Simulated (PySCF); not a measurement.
# Reading the logs of faulty runs: AlBClGeH5

These are calculations, not measurements. They come from PySCF 2.14.0, an open-source quantum chemistry program, on an isolated molecule that a program drew, which may never have been made. The molecule is AlBClGeH5 (charge 0, singlet), drawn as the SMILES string `[BH2][GeH]([AlH2])[Cl]`.

Each row is a Hartree-Fock (HF) and frozen-core CCSD(T) single point in the cc-pV(D+d)Z basis, meant for a local HF minimum. Run 1 is clean. Each other run has one planted mistake out of seven kinds, and not every kind appears here: one electron removed, one electron added, multiplicity raised by two, geometry at a saddle point, minimal basis STO-3G, one bond length entered in bohr, all coordinates scaled. The reference is restricted for singlets and unrestricted otherwise, and also for a bond in bohr. Adding or removing an electron swaps singlet and doublet. Electrons count all cores. HOMO and LUMO are orbital energies over both spins, the gradient is its largest component, and the lowest frequency (negative if imaginary) is given only where the gradient is small. Bond lengths are over the 8 bonds as drawn. T1 is the CCSD diagnostic: over 0.02 (restricted) or 0.045 (unrestricted) a single reference is doubtful. Germanium has the cc-pVDZ-PP basis, with a core potential (ECP10MDF) in place of its 10 inner electrons, and its 3s, 3p and 3d shells are frozen in CCSD(T).

Geometry of the clean run:
```xyz
9
AlBClGeH5, angstrom
B     0.0669   -0.6693   -0.3273
Ge    1.0511   -0.5303   -2.1468
Al    3.3444    0.4665   -2.3047
Cl    0.0585    1.0731   -3.3638
H    -0.7277    0.1527    0.0206
H     0.3357   -1.5791    0.4066
H     0.8278   -1.7996   -2.9798
H     3.7988    1.5158   -1.2176
H     4.2680    0.1011   -3.5286
```

```
run,electrons,basis functions,<S^2>,HOMO (eV),LUMO (eV),gradient (hartree/bohr),lowest frequency (cm^-1),mean bond (Å),longest bond (Å),T1,HF (hartree),CCSD(T) (hartree),mistake
1,72,108,0.000,-9.74,0.53,3.3e-05,48,1.7383,2.506,0.0132,-1022.40636,-1022.85183,no fault
2,73,108,0.767,-0.56,4.82,2.3e-02,-,1.7383,2.506,0.0712,-1022.40587,-1022.87232,one electron added
3,72,108,0.989,-7.91,-0.89,8.5e-03,-,1.9879,4.241,0.0239,-1022.30836,-1022.72935,one bond length entered in bohr
4,72,108,0.000,-9.69,0.36,1.9e-02,-,1.8217,2.626,0.0137,-1022.39210,-1022.84018,all coordinates scaled
5,72,108,2.024,-5.91,-2.37,4.1e-02,-,1.7383,2.506,0.0833,-1022.27483,-1022.72682,multiplicity raised by two
6,71,108,0.781,-16.17,-7.89,6.1e-02,-,1.7383,2.506,0.0268,-1022.08245,-1022.51591,?
```

**Which mistake was planted in run 6, and what did it cost?**

It counts 71 electrons, one fewer than the clean run, at the same geometry and basis. So the mistake is: one electron removed. Subtracting run 1 and multiplying by 627.51 kcal/mol a hartree, the energy moved by 203.3 kcal/mol in HF and 210.8 kcal/mol in CCSD(T).

Cautions from the logs. Run 2: T1 is over the limit, so its CCSD(T) energy is less reliable; run 5: T1 is over the limit, so its CCSD(T) energy is less reliable.
